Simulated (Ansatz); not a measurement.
`N[SiH2][SbH2]` → `[SbH3]` + `N[SiH]` at 700 K and 1 bar (silylene formation by 1,1-elimination).

Calculated with Ansatz (gas phase, PBE0-D4/def2-TZVP geometries, no zero-point term in ΔE). CCSD(T)/CBS is the MP2 limit (def2-TZVPP, def2-QZVPP) plus CCSD(T) − MP2 in def2-TZVPP, frozen cores. This one scheme is used for every species. Elements past krypton have def2 core potentials. For Sb outer-core shells are correlated without core-valence functions, which leaves a few kJ/mol of doubt a bond. Each species was taken in one conformer, which may not be the lowest.

| species | CCSD(T)/CBS energy (Eh) | H − E (kJ/mol) | S (J/(mol·K)) |
| --- | --- | --- | --- |
| `N[SiH2][SbH2]` | -587.42139 | 220.2 | 451.9 |
| `[SbH3]` | -241.78682 | 81.5 | 275.4 |
| `N[SiH]` | -345.56329 | 124.5 | 297.7 |

H − E and S are ideal-gas, rigid-rotor, harmonic terms from PBE0-D4/def2-TZVP, for one conformer and one mirror image of each species. 1 Eh = 2625.50 kJ/mol, R = 8.31446 J/(mol·K).

Task: By hand: ΔE, ΔH, ΔS and ΔG.

Result: ΔE = (-241.78682) + (-345.56329) − (-587.42139) = 0.07128 Eh = 187.1 kJ/mol. Δ(H − E) = 81.5 + 124.5 − 220.2 = -14.2, so ΔH = 172.9 kJ/mol. ΔS = 275.4 + 297.7 − 451.9 = 121.2 J/(mol·K). ΔG = 172.9 − 700 × (121.2)/1000 = 88.1 kJ/mol.

Task: By hand: the equilibrium constant, and the temperature at which ΔG would vanish if ΔH and ΔS stayed fixed.

Result: log₁₀ K = −ΔG/(RT ln 10) = -6.6. ΔG = 0 at ΔH/ΔS = 1427 K.

The number of gas molecules changes by +1, which sets the sign of ΔS. A doubt of 5 kJ/mol in ΔE shifts log₁₀ K by 0.4 here. Other conformers and mirror images would add mixing entropy, several J/(mol·K) or more a flexible species. These are equilibria of isolated gas molecules and say nothing of rates. Largest T1 diagnostic: 0.015 (customary marks: 0.02 for closed shells, 0.045 for open ones).
